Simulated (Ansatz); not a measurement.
Gas-phase electronic energies from Ansatz, PBE0-D4/def2-TZVP geometries. CCSD(T)/CBS adds triple-zeta CCSD(T) − MP2 to the extrapolated MP2 energy (def2 sets, frozen cores). Functionals use def2-TZVPP. For Br outer-core shells are correlated without core-valence functions, which leaves a few kJ/mol of doubt a bond. Scalar relativity is left out up to krypton. One conformer a species, not always the lowest.

`CC(=O)O[SiH2]F` + `N=CBr` → `CC(=O)C(=N)Br` + `O[SiH2]F`  (formal exchange of groups at a C–O bond)

CCSD(T)/CBS gives +2.6 kcal/mol.

Another level gave +5.3 kcal/mol. Which?
A. revPBE-D4/def2-TZVPP
B. ωB97X-V/def2-TZVPP
C. B2PLYP/def2-TZVPP
D. MP2/def2-TZVPP

B. ωB97X-V 5.3, B2PLYP 3.8, revPBE-D4 2.8, MP2/def2-TZVPP 1.8 kcal/mol.

Largest T1 diagnostic among the species: 0.014.

From BLYP to BHLYP (50 % exact exchange), in def2-TZVPP and without D4, ΔE moves by +1.5 kcal/mol. In def2-TZVPP, CCSD(T) changes the Hartree–Fock value by −4.7 kcal/mol (the triples alone add −0.7 kcal/mol) and MP2 by −6.0 kcal/mol. Leaving LDA and LC-ωPBE aside and taking each functional with its dispersion term where it has one, the values spread over 2.4 kcal/mol, from revPBE-D4 to ωB97X-V.
